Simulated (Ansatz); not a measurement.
Reaction (formal exchange of groups at a Ga–Sn bond): `[F][Ga]([Br])[SnH3]` + `CCl` → `[F][Ga]([Cl])[Br]` + `[CH3][SnH3]`

Calculated with Ansatz (gas phase, PBE0-D4/def2-TZVP geometries, no zero-point term in ΔE). CBS: MP2 limit from def2 TZ/QZ plus the TZ coupled-cluster correction, frozen cores. This one scheme is used for every species. DFT in def2-TZVPP. Elements past krypton have def2 core potentials. For Br, Ga, Sn outer-core shells are correlated without core-valence functions, which leaves a few kJ/mol of doubt a bond. Scalar relativity is left out up to krypton.

| species | r2SCANh-D4 energy (Eh) |
| --- | --- |
| `[F][Ga]([Br])[SnH3]` | -4815.09213 |
| `CCl` | -500.07775 |
| `[F][Ga]([Cl])[Br]` | -5059.15908 |
| `[CH3][SnH3]` | -256.04286 |

Q: Work out ΔE.

A: ΔE = (-5059.15908) + (-256.04286) − (-4815.09213) − (-500.07775) = -0.03206 Eh = -84.2 kJ/mol. CCSD(T)/CBS gives -84.0 kJ/mol.

Largest T1 diagnostic among the species: 0.013.

At CCSD(T), def2-SVP lies −12.4 kJ/mol from the extrapolated value and def2-TZVPP −7.5 kJ/mol. From PBE to PBE0 (25 % exact exchange), in def2-TZVPP and without D4, ΔE moves by −8.0 kJ/mol. Leaving LDA and LC-ωPBE aside and taking each functional with its dispersion term where it has one, the values, not all of them listed here, spread over 23.6 kJ/mol, from B97M-V to BLYP-D4.
